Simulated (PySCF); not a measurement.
Isomers of C7H12, one GFN2-xTB conformer each. Single-point energies are computed at PBE0/pcSseg-1 (PySCF, gas phase, no added dispersion term), electronic only.

Problem. Rank them by PBE0/pcSseg-1 energy, lowest first (kcal/mol).
A. `[CH3:1][CH2:2][C@@H:3]1[CH:4]=[CH:5][CH2:6][CH2:7]1` with C1–C2–C3–C4 56°, C2–C3–C4–C5 -115°, C4–C5–C6–C7 -8°, C5–C6–C7–C3 12°, C2–C3–C7–C6 109° (3-ethylcyclopentene)
B. `[CH2:1]=[CH:2][C:3]1([CH3:4])[CH2:5][CH2:6][CH2:7]1` with C1–C2–C3–C4 -96°, C2–C3–C5–C6 -131°, C3–C5–C6–C7 11°, C5–C6–C7–C3 -11°, C2–C3–C7–C6 129°

Solution. A (0.0), B (20.6).

As drawn, the higher has a four-membered ring and a quaternary carbon, which the lower lacks. GFN2-xTB itself gives, in the same order: 0.0, 16.4. Both levels put the same isomer lowest.

Problem. Which frontier levels, dipoles and rotational constants go with these structures?

Solution. 
| SMILES | HOMO (eV, PBE0/pcSseg-1) | LUMO (eV) | dipole (D) | A, B, C (MHz) |
| --- | --- | --- | --- | --- |
| CC[C@@H]1C=CCC1 | -6.88 | 0.65 | 0.16 | 4159, 2185, 2081 |
| C=CC1(C)CCC1 | -7.26 | 0.49 | 0.32 | 4076, 2153, 1914 |
